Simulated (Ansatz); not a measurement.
`CBCCCl` → `BCCCl` + `[CH2]` (triplet) at 298.15 K and 1 bar (formal loss of a carbene).

Computed with Ansatz on PBE0-D4/def2-TZVP structures; ΔE is electronic, products minus reactants. CBS: MP2 limit from def2 TZ/QZ plus the TZ coupled-cluster correction, frozen cores. This one scheme is used for every species. Triplets are unrestricted, without spin–orbit coupling. One conformer a species, not always the lowest.

```
          species  CCSD(T)/CBS energy (Eh)  H − E (kJ/mol)  S (J/(mol·K))
         `CBCCCl`               -603.54862           297.7          354.8
          `BCCCl`               -564.26783           218.2          310.0
`[CH2]` (triplet)                -39.09499            55.4          195.3
```

H − E and S are ideal-gas, rigid-rotor, harmonic terms from PBE0-D4/def2-TZVP, for one conformer and one mirror image of each species, with the whole ground term of open shells counted as degenerate. 1 Eh = 2625.50 kJ/mol, R = 8.31446 J/(mol·K).

Q: By hand: ΔE, ΔH, ΔS and ΔG.

A: ΔE = (-564.26783) + (-39.09499) − (-603.54862) = 0.18580 Eh = 487.8 kJ/mol. Δ(H − E) = 218.2 + 55.4 − 297.7 = -24.1, so ΔH = 463.7 kJ/mol. ΔS = 310.0 + 195.3 − 354.8 = 150.5 J/(mol·K). ΔG = 463.7 − 298.15 × (150.5)/1000 = 418.8 kJ/mol.

Q: By hand: the equilibrium constant, and the temperature at which ΔG would vanish if ΔH and ΔS stayed fixed.

A: log₁₀ K = −ΔG/(RT ln 10) = -73.4. ΔG = 0 at ΔH/ΔS = 3081 K, far beyond where these terms or the molecules hold.

The number of gas molecules changes by +1, which sets the sign of ΔS. A doubt of 5 kJ/mol in ΔE shifts log₁₀ K by 0.9 here. Other conformers and mirror images would add mixing entropy, several J/(mol·K) or more a flexible species. Modes under 60 cm⁻¹, often nearly free rotors, make the harmonic entropy too high. A triplet takes part, so the spin changes. These are equilibria of isolated gas molecules and say nothing of rates. Largest T1 diagnostic: 0.011 (customary marks: 0.02 for closed shells, 0.045 for open ones).
